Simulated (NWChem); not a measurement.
# AlH₃; SMILES [AlH3]

Program: NWChem. Each level has its own optimisation; frequencies are unscaled.

```
level                     basis functions  r Al–H (Å)  highest harmonic frequency (cm⁻¹)  lowest (cm⁻¹)  zero-point energy (kcal/mol)
------------------------  ---------------  ----------  ---------------------------------  -------------  ----------------------------
Hartree-Fock/3-21G                     19       1.599                               1987            739                          11.9
Hartree-Fock/pcseg-1                   33       1.581                               2034            758                          12.2
Hartree-Fock/aug-pcseg-1               54       1.578                               2028            771                          12.2
Hartree-Fock/pcseg-2                   76       1.576                               2021            761                          12.2
Hartree-Fock/def2-TZVPP                84       1.577                                ___            754                          12.1
```

Task: Fill in the missing entries.

Result: 
- Hartree-Fock/def2-TZVPP, highest harmonic frequency (cm⁻¹): 2005
